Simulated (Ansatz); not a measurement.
**Relative stability**

Two relaxed structures of CH3OSe (charge -1), singlet (PBE0-D4/def2-TZVPD; forces vanish, vibrations not checked).

A:

```
6
angstrom
C 0.0725 0.5029 -0.4503
Se 1.4325 -0.3171 0.3704
O 0.9931 -2.2200 0.8826
H -0.7549 0.9028 0.1331
H 0.4751 -2.0878 1.6816
H -0.1346 0.2945 -1.4982
```

B:

```
6
angstrom
C -0.3188 0.4211 -0.2905
Se 1.2012 -0.1639 0.8156
O 0.9077 -1.8498 0.9543
H -0.2406 1.5018 -0.4509
H -1.2557 0.1896 0.2231
H -0.2938 -0.0989 -1.2516
```

Computed with Ansatz 0.2.0 (basis: def2-TZVPPD); correlated methods freeze the cores. Filled d shells of the heavier atoms are correlated. The def2 sets are not built for correlating such inner shells, so the correlated values are less sure here. B3LYP uses VWN-RPA correlation.

Which structure is lower at CCSD(T), and by how much? (To be estimated.)

Computed: B, by 7.85 kcal/mol (electronic energy, against the other). By their contacts, A is CH₃OSe ([CH2][Se][OH]), total charge -1 and B is CH₃OSe ([CH3][Se][O]), total charge -1.

All methods give the same order:

| method | E(B) − E(A) (kcal/mol) |
| --- | --- |
| PBE-D4 | -5.64 |
| r2SCAN-D4 | -7.12 |
| PBE0-D4 | -7.99 |
| B3LYP-D4 | -7.41 |
| wB97M-V | -8.34 |
| HF | -15.07 |
| MP2 | -6.84 |
| CCSD | -9.57 |
| CCSD(T) | -7.85 |

The T1 diagnostic stays at or below 0.017.

Labels in which every atom is bracketed show which atoms are joined, not bond orders.

For scale, one of the runs: CCSD(T)/def2-TZVPPD, 185 basis functions, launched by `ansatz run in.yaml --threads 2 --pin off --events-out ev --progress --plain --max-ram 4352MiB`. Time: 26 s of wall clock on 2 CPU threads of an Intel Xeon 6975P-C; the host was shared. Peak host memory: 2.1 GiB.
